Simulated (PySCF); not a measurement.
A GIAO shielding run with PySCF 2.14 (density fitting, non-relativistic, gas phase) on SMILES C=CC[SiH2]CO[SiH3], C4H12OSi2:

```
$ OMP_NUM_THREADS=1 python probes_run.py task.json out

{"job": {"kind": "nmr", "xc": "PBE0", "basis": "pcSseg-1"}, "charge": 0, "multiplicity": 1}
C     -2.128374     1.213379     0.286424
C     -2.231314    -0.069269     0.586891
C     -1.233798    -0.822649     1.396944
Si    -0.058056    -1.833631     0.277771
C      0.859136    -0.594085    -0.845336
O      1.571383     0.254934     0.029886
Si     2.544343     1.496665    -0.327417
H     -2.860680     1.721815    -0.317652
H     -1.302002     1.808833     0.639922
H     -3.065372    -0.649740     0.212429
H     -0.635404    -0.125757     1.985222
H     -1.746159    -1.492599     2.088214
H     -0.805396    -2.779916    -0.561605
H      0.925795    -2.539434     1.103245
H      1.555217    -1.082486    -1.533556
H      0.174063     0.003053    -1.455146
H      1.838648     2.526909    -1.097665
H      3.697908     1.059014    -1.120815
H      2.890257     1.914213     1.021884
```

Hardware: 1 thread of an Arm Neoverse V2, shared host. The job also computes population analyses, field gradients.

Q: How large is the calculation?

A: 72 electrons, 193 basis functions and 1047 auxiliary functions.

Q: How long does it take, and how much memory does it need?

A: 30 s of wall time, with 12 SCF cycles and 5 response iterations; peak memory 0.86 GiB. Times on a shared host scatter by some tens of per cent.
